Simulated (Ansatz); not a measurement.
This geometry of FH₄InO₃ (9 atoms, charge 0, multiplicity 1) is a first-order saddle point.

Theory: Ansatz, RKS B3LYP-D4/def2-SVP.

```xyz
9
Properties=species:S:1:pos:R:3
In 0.093 0.365 -0.215
O -0.125 0.055 2.103
H -0.979 -0.178 2.496
O 1.941 -0.178 -0.735
H 1.916 -0.881 -1.401
O -1.650 -0.218 -1.022
H -2.144 -0.798 -0.425
F 0.068 2.153 0.719
H -0.076 1.044 2.106
```

Problem. Which two structures does it join? (They come from a converged band through this point; their orientation in space is the band's.)

Solution. No bond is made or broken.

First end point:

```xyz
9
Properties=species:S:1:pos:R:3
In 0.097 0.253 -0.173
O 0.042 0.109 2.155
H -0.773 -0.295 2.491
O 1.961 -0.151 -0.752
H 1.978 -0.930 -1.325
O -1.599 -0.720 -0.635
H -2.307 -0.084 -0.815
F -0.230 2.101 0.556
H -0.126 1.080 2.121
```

Last end point:

```xyz
9
Properties=species:S:1:pos:R:3
In 0.098 0.369 -0.131
O -0.016 0.066 2.167
H -0.916 -0.258 2.339
O 1.858 -0.056 -0.974
H 1.875 -0.971 -1.290
O -1.704 -0.518 -0.250
H -2.079 -0.518 -1.141
F 0.001 2.202 0.675
H -0.074 1.047 2.230
```

Problem. How far does it lie above each of them?

Solution. 11.2 kJ/mol above the first and 10.1 kJ/mol above the second. This is the barrier of this one path; another mechanism may lie lower.

The run took 19 min on 2 threads of AMD EPYC 7571 (shared host), peak memory 0.26 GiB.
